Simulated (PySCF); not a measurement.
Si(H)(Me)(SH)2 (CH6S2Si), SMILES C[SiH](S)S. Atoms are numbered in the order given.

```xyz
10

Si    -0.2601    -0.2013     0.4945
C     -1.9700    -0.7186    -0.0689
S      1.3282    -1.2416    -0.5476
S     -0.0794     1.8903     0.0080
H     -0.0885    -0.4568     1.9533
H     -2.0881    -0.5421    -1.1491
H     -2.7478    -0.1535     0.4699
H     -2.1241    -1.7923     0.1234
H      1.3289    -2.3039     0.2932
H      1.2005     1.9984     0.4342
```
Charge 0, spin multiplicity 1.

The structure is a stationary point at B3LYP-D3(BJ)/def2-SVP. The values are those of a single conformer.

Two levels are set side by side: PBE/pcSseg-1 (PySCF) and PBE0/pcSseg-1 (PySCF). GIAO shifts against H2S (³³S), TMS (²⁹Si), TMS (¹H), TMS (¹³C) at the same level; non-relativistic, no solvent, atoms listed together averaged. Differences are taken from unrounded values.

| quantity | PBE0 | PBE | PBE minus PBE0 |
|---|---|---|---|
| δ(²⁹Si) of Si1 (ppm) | 18.3 | 20.1 | 1.8 |
| δ(¹³C) of C2 (ppm) | 7.1 | 7.7 | 0.6 |
| δ(¹H) of H5 (ppm) | 5.91 | 6.20 | 0.29 |
| δ(¹H) of H9, H10 (ppm) | 1.10 | 1.01 | -0.09 |

Rough cost on one machine, each run with all the roots and properties that it gave: PBE0 against PBE within a factor of 2.
